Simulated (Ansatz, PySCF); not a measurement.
This PySCF input computes a r2SCAN/def2-TZVPD energy:

```python
from pyscf import gto, scf, dft

mol = gto.M(
    atom='''
    In   -0.00000000   -0.00000000   -0.30051582
    F     0.00000000    0.00000000    1.63614168
    ''',
    basis='def2-tzvpd',
    ecp='def2-tzvp',
    charge=1,
    spin=1,
    symmetry='C2v',
    verbose=4,
)

mf = dft.UKS(mol, xc='r2scan').density_fit(auxbasis='def2-universal-jkfit')
mf.grids.level = 4
mf.conv_tol = 1e-9
mf.max_cycle = 100
mf.max_memory = 1500
mf.kernel()
if not mf.converged:
    mf = mf.newton()
    mf.kernel(mf.make_rdm1())
mf.analyze()
```

**Question.** Write an input for the same energy in Ansatz (a program for electronic structure) and say what it gives.

**Answer.** 
Ansatz 0.2 input:
```yaml
crystal:
  periodic: [false, false, false]
  atoms:
    - {symbol: In, position_ang: [-0.00000000, -0.00000000, -0.30051582]}
    - {symbol: F, position_ang: [0.00000000, 0.00000000, 1.63614168]}
basis:
  gaussian:
    orbitals: def2-TZVPD
hamiltonian:
  xc: {name: r2SCAN}
total_charge: 1
magnetization: {spin_polarized: true, initial_magnetization: 1}
output: {forces: true}
```
It gives -289.75164 Eh, and PySCF -289.75172 Eh, a difference of 0.08 mEh, from the treatment of integrals and grids.
